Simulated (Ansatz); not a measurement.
`[CH3][Zn][Br]` and `[CH3][Zn][NH2]` differ in one atom or group.

Ansatz, PBE0-D4/def2-TZVP geometries, multiplicity 1. Each molecule was computed in one conformer, which needn't be the lowest.

Scalar relativity is left out up to krypton.

```
                                        property  `[CH3][Zn][Br]`
               HOMO energy (PBE/def2-TZVPP) / eV            -6.90
  size of the dipole moment (PBE/def2-TZVPP) / D             2.33
              LUMO energy (PBE0/def2-TZVPP) / eV            -0.57
           HOMO–LUMO gap (B3LYP/def2-TZVPP) / eV             7.00
             LUMO energy (B3LYP/def2-TZVPP) / eV            -0.88
size of the dipole moment (B3LYP/def2-TZVPP) / D             2.38
```

(1) Give the same properties after the change, and the shifts. (Best estimate.)

Results:

(1) Ansatz gave: 
| property | `[CH3][Zn][NH2]` | shift |
| --- | --- | --- |
| HOMO energy (PBE/def2-TZVPP) / eV | -5.26 | 1.64 |
| size of the dipole moment (PBE/def2-TZVPP) / D | 0.74 | -1.59 |
| LUMO energy (PBE0/def2-TZVPP) / eV | 0.02 | 0.59 |
| HOMO–LUMO gap (B3LYP/def2-TZVPP) / eV | 6.07 | -0.93 |
| LUMO energy (B3LYP/def2-TZVPP) / eV | -0.29 | 0.59 |
| size of the dipole moment (B3LYP/def2-TZVPP) / D | 0.80 | -1.58 |

With PBE0 the HOMO rises by 1.57 eV and the LUMO rises by 0.59 eV, so the gap narrows by about 0.98 eV. PBE moves the HOMO by 1.64 eV and ωB97M-V by 1.40 eV. Dipoles are sizes alone; their direction can turn.

B3LYP here is the variant with VWN-RPA as its local correlation; programs differ in this.

Spin–orbit coupling is left out; it splits and shifts lone-pair levels of the heavy atoms by tenths of an eV.
